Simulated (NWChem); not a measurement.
System: SiHCl$_{3}$; SMILES Cl[SiH](Cl)Cl

NWChem input:

```
start job
memory heap 200 mb stack 900 mb global 1100 mb
geometry units angstroms noautosym nocenter noautoz
  Si     0.000000     0.000000     0.500755
  Cl    -0.502172    -1.859017    -0.187689
  Cl    -1.358870     1.364402    -0.187689
  Cl     1.861042     0.494615    -0.187689
  H      0.000000     0.000000     1.977546
end
basis spherical
  Si library aug-cc-pvdz
  Cl library aug-cc-pvdz
  H library aug-cc-pvdz
end
dft
  xc xpbe96 cpbe96
  iterations 150
end
tddft
  cis
  nroots 6
  notriplet
end
task tddft energy
```

Coordinates come from a PBE0/def2-SVP optimisation.

Vertical excitations in the gas phase.

Task: What results follow from this input? (PBE/aug-cc-pVDZ, TDA.) Quantities: lowest excitation, singlet (eV); oscillator strength of that lowest state; lowest state with f > 0.02, singlet (eV); orbital gap (eV).

Result: The lowest excitation, singlet (eV) is 6.65 and the oscillator strength of that lowest state is 0.000. The lowest state with f > 0.02, singlet (eV) comes out as 6.99. The orbital gap (eV) is 6.50.
